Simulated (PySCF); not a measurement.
Electron correlation in He (helium, neutral)

1s2, closed-shell 1S. All numbers are calculated (PySCF 2.14, no relativity, point nucleus, in def2-TZVP (3s1p, 6 functions)). Frozen: nothing; 2 electrons correlated.

Total MP2 correlation energy: -26.71 mhartree.

Same-spin part 0.00 and opposite-spin part -26.71 mhartree; SCS-MP2 scales them by 1/3 and 6/5 to -32.05 mhartree.

With two correlated electrons CCSD is exact within the correlated space (frozen core and kept virtual orbitals).

| level | correlation energy (mhartree) |
| --- | --- |
| CCSD | -33.06 |

Diagnostics: T1 = 0.0022, D1 = 0.0031, largest double amplitude 0.056.

**Question.** Is a single reference adequate?

**Answer.** Yes: T1 lies below 0.03 and no double amplitude reaches 0.07.
